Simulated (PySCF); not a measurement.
**SrH: one state, many levels of theory**

State: ²Σ⁺ (doublet), unpaired electrons σ ↑. Set-up: basis Sr def2-SVP with ECP28, H def2-SVP; scalar-relativistic core potentials; PySCF 2.14. De refers to Sr + H in their ground configurations, without counterpoise correction. The functionals are run spin-unrestricted. A positive dipole means Sr(−)H(+).

```
      Level  Re (Å)  ωe (cm⁻¹)  De (eV)  μ (D)
        UHF   2.215       1193     1.36  -2.88
    UHF-MP2   2.176       1202     1.29    n/a
UHF-SCS-MP2   2.179       1201     1.35    n/a
   UHF-CCSD   2.184       1171     1.39    n/a
UHF-CCSD(T)   2.184       1167     1.38    n/a
        PBE   2.156       1160     1.76  -2.99
     PBEsol   2.149       1168     1.83  -2.96
     r²SCAN   2.156       1189     1.99  -3.11
      B3LYP   2.163       1173     1.79  -3.29
       PBE0   2.155       1191     1.75  -3.01
      B97-3   2.181       1144     1.62  -2.83
```

**Question.** Which functional lies closest to UHF-CCSD(T) in De, which farthest, and by how much do they differ from it?

**Answer.** Closest is B97-3 (-0.3 pm in Re, -2.0 % in ωe, +0.24 eV in De against UHF-CCSD(T) in the same basis), farthest r²SCAN (-2.8 pm in Re, +1.9 % in ωe, +0.61 eV in De). CCSD(T) converges more slowly with the basis than the functionals do and binds too weakly in this one, so the order can change at the basis-set limit.

**Question.** What does a quarter of exact exchange do here, going from PBE to PBE0?

**Answer.** PBE0 less PBE: -0.1 pm in Re, +2.7 % in ωe, -0.01 eV in De. Exact exchange removes part of the self-interaction that spreads semilocal densities, and in most molecules shortens and stiffens the bond and lowers De; so it does here.

**Question.** What does the step from GGA to meta-GGA do here, going from PBE to r²SCAN?

**Answer.** r²SCAN less PBE: +0.0 pm in Re, +2.5 % in ωe, +0.23 eV in De. 

Correlated steps freeze no core orbitals. Correlated levels converge slowly with the basis: in double zeta they bind strong bonds too weakly, by up to about 1 eV, and carry superposition errors of some tenths. Spin–orbit coupling is left out. The state is the lowest determinant that a PBE0 search found; another state may lie lower at other levels.
